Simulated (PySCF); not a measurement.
Se(SH)2 (H₂S₂Se), SMILES S[Se]S.

The structure is a stationary point at ωB97X-D3(BJ)/def2-TZVP. The values are those of a single conformer.

Calculation: PBE/def2-TZVPD run with PySCF.

Computed frontier levels, gap, dipole moment and polarisability:
```json
{
 "highest_occupied_level": "-6.11 eV",
 "lowest_empty_level": "-2.47 eV",
 "orbital_gap": "3.64 eV",
 "dipole_moment": "0.13 D",
 "quadrupole, principal values (traceless, Buckingham form, about the centre of nuclear charge)": "-4.63, -1.39, 6.03 D·Å",
 "mean_static_polarisability": "77.1 bohr³ (11.42 Å³)",
 "polarisability_principal_values": "58.4, 68.9, 104.0 bohr³"
}
```
